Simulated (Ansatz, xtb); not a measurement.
Diatomic SeS, multiplicity 3 (the spin of the measured ground state). No spin–orbit coupling. Se is treated without relativity.

Constants: fifth-degree fit in 1/R to seven points, most abundant isotopes. Runs in def2 and cc sets follow the lowest solution found near the PBE0 minimum.

Correlated levels freeze the inner cores; with def2 sets outer-core shells near the valence are correlated too. CBS(a, b) extrapolates the correlation energy as X⁻³ and adds the Hartree–Fock energy of set b.

Programs: Ansatz (a first-principles code); xtb for the GFN methods. Each number belongs to the level named beside it. The GFN methods have no spin term and hold the electronic entropy of 300 K.

**Question.** What bond length and harmonic frequency does GFN2-xTB give?

**Answer.** r_e = 2.037 Å, ω_e = 539 cm⁻¹.

**Question.** What bond length and harmonic frequency does CCSD/def2-QZVPP give, and what D_e (from each atom's lowest state at the same level)?

**Answer.** r_e = 2.021 Å, ω_e = 586 cm⁻¹, D_e = 3.57 eV.

**Question.** What bond length and harmonic frequency does CCSD(T)/CBS(def2-TZVPP, def2-QZVPP) give?

**Answer.** r_e = 2.028 Å, ω_e = 568 cm⁻¹.

Measured for the ground state: r_e 2.0367 Å, ω_e 555.56 cm-1, ω_e x_e 1.848 cm-1, B_e 0.17926 cm-1, α_e 0.00076 cm-1 [Huber and Herzberg (1979), NIST Chemistry WebBook]. D_0 3.808 ± 0.069 eV (a handbook's tabulated 298 K bond energy less 3RT/2; such tables hold older values) [Luo, bond dissociation energies, CRC Handbook].
